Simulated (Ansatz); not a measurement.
Reaction (cleavage of the Al–Si bond): `[NH2][AlH][SiH]1[SiH2]S1` + CH₃NH₂ → `C[NH][AlH][NH2]` + `[SiH2]1[SiH2]S1`

Isolated molecules relaxed with PBE0-D4/def2-TZVP in Ansatz; ΔE leaves out vibrations. CCSD(T)/CBS adds triple-zeta CCSD(T) − MP2 to the extrapolated MP2 energy (def2 sets, frozen cores). Each species was taken in one conformer, which may not be the lowest.

`[NH2][AlH][SiH]1[SiH2]S1`:

Cartesian coordinates in Å:
```
N -1.586 1.018 1.385
Al -1.483 -0.658 0.852
Si 0.702 -1.154 -0.082
Si 1.519 0.210 -1.691
S 2.109 0.470 0.346
H -0.796 1.645 1.359
H -2.398 1.482 1.759
H -2.736 -1.620 0.950
H 1.349 -2.494 -0.002
H 2.600 -0.217 -2.611
H 0.719 1.318 -2.265
```

CH₃NH₂:

```xyz
7

C     0.115    0.408    0.379
N    -0.272   -0.384   -0.776
H     0.496   -0.166    1.236
H    -0.742    0.991    0.722
H     0.888    1.122    0.085
H    -0.997   -1.046   -0.529
H     0.512   -0.925   -1.118
```

`C[NH][AlH][NH2]`:

Cartesian coordinates in Å:
```
C -0.766 -1.150 -0.948
N 0.553 -0.621 -0.688
Al 1.048 0.658 0.431
N -0.159 1.482 1.431
H -1.083 -1.004 -1.988
H -0.841 -2.222 -0.726
H -1.505 -0.646 -0.319
H 1.259 -1.074 -1.249
H 2.574 1.059 0.532
H 0.069 2.213 2.084
H -1.150 1.306 1.442
```

`[SiH2]1[SiH2]S1`:

Z-matrix (Å, degrees):
```
Si
S 1 2.151
Si 1 2.244 2 58.6
H 1 1.482 2 115.1 3 113.9
H 1 1.482 2 115.1 3 -113.9
H 3 1.482 1 122.3 2 101.7
H 3 1.482 1 122.3 2 -101.7
```

| species | CCSD(T)/CBS(def2) energy (Eh) |
| --- | --- |
| `[NH2][AlH][SiH]1[SiH2]S1` | -1276.32884 |
| CH₃NH₂ | -95.75281 |
| `C[NH][AlH][NH2]` | -393.74880 |
| `[SiH2]1[SiH2]S1` | -978.35432 |

Problem. Work out ΔE.

Solution. ΔE = (-393.74880) + (-978.35432) − (-1276.32884) − (-95.75281) = -0.02147 Eh = -0.58 eV.

Largest T1 diagnostic among the species: 0.014.

From PBE to PBE0 (25 % exact exchange), in def2-TZVPP and without D4, ΔE moves by −0.05 eV. The D4 term adds +0.04 eV with B3LYP and +0.03 eV with PBE0; it sums over pairs of atoms, weighted by their polarisabilities, and B3LYP, whose exchange is more repulsive, gets the larger term.

B3LYP here is the variant with VWN-RPA as its local correlation; programs differ in this.
